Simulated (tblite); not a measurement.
C₈H₁₂FP.
Atom-mapped SMILES: `[CH3:1][CH2:2][c:3]1[cH:4][cH:5][c:6]([F:7])[p:8]1[CH2:9][CH3:10]` (hydrogens: H11, H12, H13 on C1; H14, H15 on C2; H16 on C4; H17 on C5; H18, H19 on C9; H20, H21, H22 on C10)

Computed with GFN2-xTB (tblite), gas phase: L-BFGS steps from a force-field or distance-geometry start until the largest atomic force falls under 0.01 eV/Å.

Step 66: E = -828.8838 eV
```
atom  x, y, z in Å  |  force x, y, z in eV/Å
C1      2.1035   -1.8758    0.4946   -0.001   0.028  -0.045
C2      1.6403   -1.0749   -0.7225    0.000   0.025  -0.011
C3      1.0251    0.2125   -0.2815   -0.015  -0.001   0.012
C4      1.4996    1.4588   -0.4668   -0.017   0.028   0.023
C5      0.7153    2.5059    0.1420    0.011  -0.012  -0.011
C6     -0.3639    2.0288    0.7807   -0.025  -0.016   0.012
F7     -1.2532    2.7875    1.4468    0.008  -0.010  -0.021
P8     -0.4257    0.2103    0.8234   -0.006   0.028   0.010
C9     -1.7777   -0.1195   -0.4368    0.004  -0.019  -0.002
C10    -3.0625   -0.5361    0.2651   -0.001   0.011   0.012
H11     1.2593   -2.0628    1.1559    0.001  -0.016   0.005
H12     2.8520   -1.3129    1.0456    0.029  -0.009   0.027
H13     2.5291   -2.8281    0.1915    0.024  -0.026  -0.016
H14     0.9051   -1.6674   -1.2764    0.010   0.007  -0.006
H15     2.4837   -0.8759   -1.3874    0.004   0.007   0.009
H16     2.3850    1.6931   -1.0371    0.007  -0.027   0.001
H17     0.9693    3.5496    0.0648    0.010   0.003  -0.008
H18    -1.4212   -0.9227   -1.0848    0.001  -0.039   0.013
H19    -1.9281    0.7738   -1.0457    0.004   0.005  -0.003
H20    -2.9007   -1.4514    0.8314   -0.025   0.006   0.009
H21    -3.3894    0.2382    0.9557   -0.023   0.018  -0.003
H22    -3.8554   -0.7117   -0.4596    0.001   0.009  -0.006
```

Step 67: E = -828.8842 eV
```
atom  x, y, z in Å  |  force x, y, z in eV/Å
C1      2.1042   -1.8754    0.4928    0.002   0.022  -0.022
C2      1.6414   -1.0744   -0.7236    0.003   0.023  -0.014
C3      1.0253    0.2126   -0.2828   -0.004   0.011   0.020
C4      1.4997    1.4595   -0.4659   -0.019   0.020   0.018
C5      0.7146    2.5056    0.1435   -0.003  -0.011  -0.006
C6     -0.3651    2.0271    0.7811   -0.003  -0.002   0.005
F7     -1.2548    2.7859    1.4467    0.007  -0.016  -0.019
P8     -0.4242    0.2088    0.8232   -0.026   0.033   0.010
C9     -1.7771   -0.1209   -0.4362   -0.005  -0.022  -0.007
C10    -3.0637   -0.5337    0.2651    0.002   0.007   0.010
H11     1.2600   -2.0572    1.1551   -0.007  -0.027   0.014
H12     2.8550   -1.3155    1.0438    0.030  -0.001   0.020
H13     2.5267   -2.8303    0.1928    0.015  -0.020  -0.026
H14     0.9066   -1.6659   -1.2783    0.003  -0.003  -0.009
H15     2.4851   -0.8764   -1.3876    0.016   0.019  -0.006
H16     2.3848    1.6942   -1.0364    0.008  -0.024   0.003
H17     0.9672    3.5500    0.0667    0.009  -0.007  -0.008
H18    -1.4209   -0.9284   -1.0790   -0.002  -0.032   0.001
H19    -1.9262    0.7705   -1.0492    0.014  -0.011   0.006
H20    -2.9028   -1.4489    0.8323   -0.031   0.010   0.013
H21    -3.3891    0.2423    0.9546   -0.026   0.012  -0.007
H22    -3.8570   -0.7100   -0.4597    0.016   0.017   0.004
```

Step 68: E = -828.8847 eV
```
atom  x, y, z in Å  |  force x, y, z in eV/Å
C1      2.1053   -1.8751    0.4907    0.008   0.005   0.007
C2      1.6424   -1.0734   -0.7247    0.006   0.016  -0.010
C3      1.0256    0.2130   -0.2833    0.004   0.016   0.024
C4      1.5003    1.4603   -0.4646   -0.012   0.002   0.006
C5      0.7143    2.5055    0.1442   -0.014  -0.001   0.001
C6     -0.3660    2.0261    0.7810    0.018   0.016  -0.005
F7     -1.2565    2.7848    1.4451    0.001  -0.013  -0.014
P8     -0.4233    0.2086    0.8232   -0.038   0.022   0.010
C9     -1.7772   -0.1221   -0.4352   -0.009  -0.022  -0.005
C10    -3.0654   -0.5319    0.2654    0.001   0.004   0.008
H11     1.2609   -2.0546    1.1532   -0.011  -0.035   0.018
H12     2.8571   -1.3178    1.0434    0.026   0.008   0.007
H13     2.5271   -2.8316    0.1928    0.003  -0.005  -0.034
H14     0.9074   -1.6644   -1.2795    0.001  -0.008  -0.011
H15     2.4863   -0.8766   -1.3880    0.023   0.032  -0.018
H16     2.3860    1.6939   -1.0349    0.002  -0.018   0.008
H17     0.9659    3.5503    0.0676    0.007  -0.015  -0.006
H18    -1.4208   -0.9334   -1.0732   -0.006  -0.021  -0.010
H19    -1.9250    0.7682   -1.0508    0.021  -0.026   0.007
H20    -2.9057   -1.4469    0.8332   -0.034   0.014   0.017
H21    -3.3906    0.2455    0.9535   -0.025   0.008  -0.009
H22    -3.8586   -0.7088   -0.4600    0.028   0.023   0.010
```

Step 69: E = -828.8852 eV
```
atom  x, y, z in Å  |  force x, y, z in eV/Å
C1      2.1070   -1.8748    0.4883    0.011  -0.014   0.036
C2      1.6433   -1.0720   -0.7260    0.010   0.005  -0.002
C3      1.0258    0.2137   -0.2833    0.009   0.013   0.026
C4      1.5013    1.4611   -0.4625   -0.002  -0.019  -0.009
C5      0.7142    2.5055    0.1447   -0.018   0.011   0.007
C6     -0.3668    2.0255    0.7802    0.033   0.028  -0.018
F7     -1.2590    2.7835    1.4417   -0.011   0.000  -0.003
P8     -0.4231    0.2090    0.8234   -0.038   0.002   0.010
C9     -1.7776   -0.1237   -0.4337   -0.009  -0.018  -0.001
C10    -3.0675   -0.5301    0.2660    0.000   0.002   0.004
H11     1.2619   -2.0540    1.1505   -0.006  -0.040   0.016
H12     2.8590   -1.3198    1.0440    0.015   0.013  -0.011
H13     2.5293   -2.8321    0.1916   -0.011   0.013  -0.039
H14     0.9080   -1.6624   -1.2809    0.004  -0.010  -0.010
H15     2.4875   -0.8762   -1.3889    0.023   0.044  -0.025
H16     2.3882    1.6923   -1.0324   -0.006  -0.008   0.014
H17     0.9654    3.5505    0.0678    0.005  -0.015  -0.004
H18    -1.4207   -0.9387   -1.0669   -0.012  -0.010  -0.019
H19    -1.9234    0.7659   -1.0512    0.023  -0.043   0.004
H20    -2.9100   -1.4449    0.8348   -0.034   0.017   0.022
H21    -3.3934    0.2488    0.9523   -0.020   0.004  -0.011
H22    -3.8599   -0.7075   -0.4605    0.032   0.026   0.012
```

Q: Estimate the geometry and energy of step 70. (The exact step hangs on the optimiser's Hessian estimate; all steps are aligned on step 69, rigid shifts and turns removed.)

A: E = -828.8859 eV, largest force 0.061 eV/Å
```
atom  x, y, z in Å  |  force x, y, z in eV/Å
C1      2.1094   -1.8745    0.4857    0.008  -0.031   0.052
C2      1.6447   -1.0700   -0.7275    0.013  -0.008   0.010
C3      1.0260    0.2146   -0.2825    0.013  -0.001   0.025
C4      1.5029    1.4618   -0.4594    0.010  -0.039  -0.024
C5      0.7146    2.5058    0.1455   -0.013   0.022   0.009
C6     -0.3674    2.0252    0.7789    0.030   0.033  -0.028
F7     -1.2629    2.7820    1.4363   -0.022   0.017   0.010
P8     -0.4235    0.2099    0.8236   -0.022  -0.024   0.013
C9     -1.7786   -0.1265   -0.4317    0.001  -0.014   0.007
C10    -3.0704   -0.5281    0.2672   -0.001   0.002   0.002
H11     1.2632   -2.0549    1.1468    0.005  -0.042   0.011
H12     2.8610   -1.3215    1.0451    0.000   0.015  -0.031
H13     2.5330   -2.8320    0.1888   -0.024   0.035  -0.040
H14     0.9085   -1.6598   -1.2828    0.014  -0.010  -0.003
H15     2.4888   -0.8746   -1.3907    0.016   0.053  -0.022
H16     2.3916    1.6895   -1.0282   -0.013   0.006   0.019
H17     0.9657    3.5506    0.0678    0.003  -0.009  -0.001
H18    -1.4214   -0.9455   -1.0599   -0.018   0.003  -0.024
H19    -1.9213    0.7622   -1.0512    0.020  -0.052  -0.009
H20    -2.9161   -1.4422    0.8378   -0.032   0.018   0.028
H21    -3.3973    0.2530    0.9507   -0.013   0.001  -0.012
H22    -3.8610   -0.7057   -0.4609    0.027   0.025   0.009
```

The energy changes by -0.0007 eV. The first-order estimate −F·Δx gives -0.0009 eV and the mean of the old and new forces, exact on a quadratic surface, -0.0007 eV. The step makes an angle of 73° with the force vector and moves no atom by more than 0.010 Å.

The cost below is that of the whole relaxation. Hardware: one thread, Arm Neoverse V1 (aarch64) (shared host). Cost: 1.2 s wall.
